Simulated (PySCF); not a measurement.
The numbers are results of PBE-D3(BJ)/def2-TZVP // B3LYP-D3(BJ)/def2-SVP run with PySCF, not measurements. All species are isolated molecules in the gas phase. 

Reference species (SMILES): `N#CC1=CC=C[SiH2]1` (neutral, multiplicity 1).

```
Property                   Value
----------------------  --------
HOMO                    -6.39 eV
S1 oscillator strength     0.210
```

Changed species: `N#CC1=C[SiH2]C=C1`.

### Question
Give the shifts of the HOMO and S1 oscillator strength.

### Answer
the HOMO drops by 0.12 eV, to -6.51 eV; the S1 oscillator strength drops by 0.163, to 0.047.
